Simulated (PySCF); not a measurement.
**Small edits and their spectra**

Starting compound: `O=C/C([SiH3])=C\C(F)(F)F`, C₄H₅F₃OSi.

1H NMR (400 MHz, computed): δ 10.58 (s, 1H), 7.36 (m, 1H), 4.14 (s, 3H). 13C{1H} NMR (computed): δ 200.0 (CH), 157.9 (C), 151.6 (CH), 130.5 (C).

One conformer, fast rotation and ring inversion assumed for equivalent nuclei, gas phase, no relativistic terms. GIAO PBE0/pcSseg-1 shieldings; coordinates at the GFN2-xTB level; PySCF.

Referencing at the same level of theory: TMS for 1H (σ = 31.72 ppm), 13C (σ = 186.93 ppm). Splittings of carbon signals by F and P are missing where no couplings were computed. Where no couplings were computed, multiplicities follow the n + 1 count of equivalent neighbours, and m marks all less simple cases (inequivalent or close neighbours, rings, F or P nearby). Shifts are as computed. Against solution values, carbons near 30 ppm lie about +3 ppm off and those near 130 ppm about +5 ppm. Of 1211 compounds with measured shifts, 218 miss one by over three times the rms of a fit or turn the order of signals round; such compounds aren't used in these exercises.

Question: What are the spectra after this edit: terminal F group replaced by H, giving `O=C/C([SiH3])=C\C(F)F`?

Answer: 1H NMR (400 MHz, computed): δ 10.71 (s, 1H), 7.44 (m, 1H), 6.52 (m, 1H), 4.14 (s, 3H). 13C{1H} NMR (computed): δ 201.7 (CH), 158.4 (C), 155.7 (CH), 115.7 (CH).

Question: What are the spectra after this edit: CH2 inserted into a C-C bond, giving `O=CC/C([SiH3])=C/C(F)(F)F`?

Answer: 1H NMR (400 MHz, computed): δ 10.00 (t, 1H), 6.43 (m, 1H), 4.45 (s, 3H), 3.61 (d, 2H). 13C{1H} NMR (computed): δ 206.8 (CH), 157.5 (C), 139.7 (CH), 132.0 (C), 58.5 (CH2).

Question: What are the spectra after this edit: SiH2 inserted into a C-C bond, giving `O=C[SiH2]/C([SiH3])=C\C(F)(F)F`?

Answer: 1H NMR (400 MHz, computed): δ 12.16 (t, 1H), 7.31 (m, 1H), 4.89 (d, 2H), 4.65 (s, 3H). 13C{1H} NMR (computed): δ 252.3 (CH), 157.4 (CH), 152.9 (C), 131.1 (C).

Question: What are the spectra after this edit: Si replaced by C, giving `C/C(C=O)=C/C(F)(F)F`?

Answer: 1H NMR (400 MHz, computed): δ 10.50 (s, 1H), 6.86 (m, 1H), 2.01 (s, 3H). 13C{1H} NMR (computed): δ 195.4 (CH), 155.7 (C), 140.2 (CH), 131.6 (C), 19.8 (CH3).

Question: What are the spectra after this edit: C replaced by Si, giving `O=C/C([SiH3])=C\[Si](F)(F)F`?

Answer: 1H NMR (400 MHz, computed): δ 9.54 (s, 1H), 7.40 (m, 1H), 4.40 (s, 3H). 13C{1H} NMR (computed): δ 195.7 (CH), 168.5 (CH), 158.6 (C).
